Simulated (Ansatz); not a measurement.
C₂H₈BClSi (`BC[SiH](C)Cl`), relaxed with RKS PBE-D4/def2-SVP in Ansatz 0.2.0 from a rough embedded geometry. The force threshold is 0.03 eV/Å; the program also tests the step.

The species carries charge 0 and has multiplicity 1.

Start:

```xyz
13

B    -0.430   -2.093   -0.771
C    -0.004   -0.608   -0.939
Si   -0.094    0.226    0.709
C     0.592    1.947    0.667
Cl   -2.067    0.305    1.421
H     0.111   -2.888   -0.123
H    -1.407   -2.505   -1.395
H    -0.674   -0.081   -1.601
H     1.064   -0.618   -1.318
H     0.765   -0.548    1.696
H     0.562    2.440    1.572
H    -0.018    2.511   -0.114
H     1.600    1.912    0.195
```

```csv
step,energy (eV),largest force (eV/Å),largest move (Å)
1,-23260.0639,4.092,0.000
2,-23260.3883,1.213,0.116
3,-23260.4430,0.273,0.084
4,-23260.4548,0.261,0.067
5 (rejected),-23260.4527,0.417,0.189
6,-23260.4674,0.059,0.094
7,-23260.4700,0.037,0.095
8,-23260.4709,0.021,0.020
```

End:

```xyz
13

B    -0.522   -2.102   -0.814
C     0.065   -0.680   -0.970
Si   -0.031    0.191    0.718
C     0.540    1.974    0.579
Cl   -2.012    0.178    1.403
H     0.154   -2.990   -0.322
H    -1.670   -2.351   -1.132
H    -0.459   -0.019   -1.690
H     1.163   -0.669   -1.154
H     0.790   -0.559    1.727
H     0.474    2.479    1.564
H    -0.087    2.535   -0.143
H     1.594    2.014    0.235
```

Hardware: 4 threads of an Arm Neoverse V1 on a shared host. Wall time 13 s, peak host memory 0.17 GiB.
